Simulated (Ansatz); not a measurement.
Reaction (hydrogenolysis of a C–Si bond): `[CH3][InH][CH2][SiH3]` + H₂ → `[CH3][InH][CH3]` + SiH₄

Calculated with Ansatz (gas phase, PBE0-D4/def2-TZVP geometries, no zero-point term in ΔE). CCSD(T)/CBS is the MP2 limit (def2-TZVPP, def2-QZVPP) plus CCSD(T) − MP2 in def2-TZVPP, frozen cores. This one scheme is used for every species. DFT in def2-TZVPP. B3LYP here is the variant with VWN-RPA as its local correlation; programs differ in this. def2 core potentials past Kr. For In outer-core shells are correlated without core-valence functions, which leaves a few kJ/mol of doubt a bond. Each species was taken in one conformer, which may not be the lowest.

CCSD(T)/CBS gives -5.7 kJ/mol.

(1) Another level gave -15.7 kJ/mol. Which?
A. r2SCAN-D4/def2-TZVPP
B. CCSD/def2-TZVPP
C. HF/def2-TZVPP
D. B3LYP/def2-TZVPP

Largest T1 diagnostic among the species: 0.012.

Answers

(1) B. CCSD/def2-TZVPP -15.7, HF/def2-TZVPP -35.8, r2SCAN-D4 -7.7, B3LYP -25.2 kJ/mol.

In def2-TZVPP, CCSD(T) changes the Hartree–Fock value by +25.1 kJ/mol (the triples alone add +5.0 kJ/mol) and MP2 by +32.5 kJ/mol. The D4 term adds +11.5 kJ/mol with B3LYP and +6.4 kJ/mol with PBE0; it sums over pairs of atoms, weighted by their polarisabilities, and B3LYP, whose exchange is more repulsive, gets the larger term.
